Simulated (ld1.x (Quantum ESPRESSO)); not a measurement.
**Which change was made? (Si, TM semilocal)**

* Element: Si
* Generator: ld1.x (Quantum ESPRESSO) 7.5
* Type: norm-conserving Troullier–Martins (semilocal form)
* Functional: LDA (PZ)
* Relativity: non-relativistic
* Frozen core: [Ne]
* Valence charge: 4
* Reference configuration: 3s2 3p1.5 (charge +0.5)
* Partial waves: 3s (bound): rc 1.85 bohr; 3d channel at 0.15 Ry: rc 1.75 bohr; 3p (bound): rc 1.55 bohr
* Local potential: the p channel
* Core correction: none

Cutoffs, loose and tight: the cutoffs (Ry, on a coarse ladder) from which the occupation-weighted sum of valence levels, in a spherical-Bessel basis at the reference potential, stays within 10 and 1 mRy of its value at 400 Ry. They do not see the model core or the augmentation charge, which bear on the density cutoff. Test errors are all-electron minus pseudo excitation energies from the reference, over the configurations 3s2 3p2; 3s2 3p1; 3s2 3p0; 3s1 3p2; 3s0 3p4; 3s2 3p2.3; 3s1 3p3 (two spin-polarised tests are not counted in the largest error); variants that change the core or the reference have their own tests.

The base gives: outcome: generated; cutoff, loose: 30 Ry; cutoff, tight: 45 Ry; bound ghosts: none; largest test error (meV): +28.

Question: After one change the result is: outcome: generated; cutoff, loose: 30 Ry; cutoff, tight: 45 Ry; bound ghosts: none; largest test error (meV): +14. Which change was it?
A. all radii scaled by about 0.96 (s 1.76, p 1.48, d 1.68 bohr)
B. type ultrasoft, which also changes the form from semilocal to separable; waves now 3s (bound): rcut 1.60, rcutus 1.85 bohr; 3s channel at -0.65 Ry: rcut 1.60, rcutus 1.85 bohr; 3p (bound): rcut 1.35, rcutus 1.55 bohr; 3p channel at 0.2 Ry: rcut 1.35, rcutus 1.55 bohr; 3d channel at 0.15 Ry: rcut 1.50, rcutus 1.75 bohr; 3d channel at 1.9 Ry: rcut 1.50, rcutus 1.75 bohr; local potential all-electron potential smoothed inside 1.45 bohr (lloc = -2); augmentation built from norm-conserving waves at rcut, not smoothed further
C. functional PBE
D. reference 3s1 3p3

Answer: C. The others give: all radii scaled by about 0.96 (s 1.76, p 1.48, d 1.68 bohr) → outcome: generated; cutoff, loose: 35 Ry; cutoff, tight: 50 Ry; bound ghosts: none; largest test error (meV): +27 | type ultrasoft, which also changes the form from semilocal to separable; waves now 3s (bound): rcut 1.60, rcutus 1.85 bohr; 3s channel at -0.65 Ry: rcut 1.60, rcutus 1.85 bohr; 3p (bound): rcut 1.35, rcutus 1.55 bohr; 3p channel at 0.2 Ry: rcut 1.35, rcutus 1.55 bohr; 3d channel at 0.15 Ry: rcut 1.50, rcutus 1.75 bohr; 3d channel at 1.9 Ry: rcut 1.50, rcutus 1.75 bohr; local potential all-electron potential smoothed inside 1.45 bohr (lloc = -2); augmentation built from norm-conserving waves at rcut, not smoothed further → outcome: generated; cutoff, loose: 8 Ry; cutoff, tight: 18 Ry; bound ghosts: none; largest test error (meV): +31 | reference 3s1 3p3 → outcome: generated; cutoff, loose: 30 Ry; cutoff, tight: 45 Ry; bound ghosts: none; largest test error (meV): +21. In the semilocal form every listed channel keeps its own potential, so the choice of the local channel does not act on these tests. It acts once the file is put into the separable form.
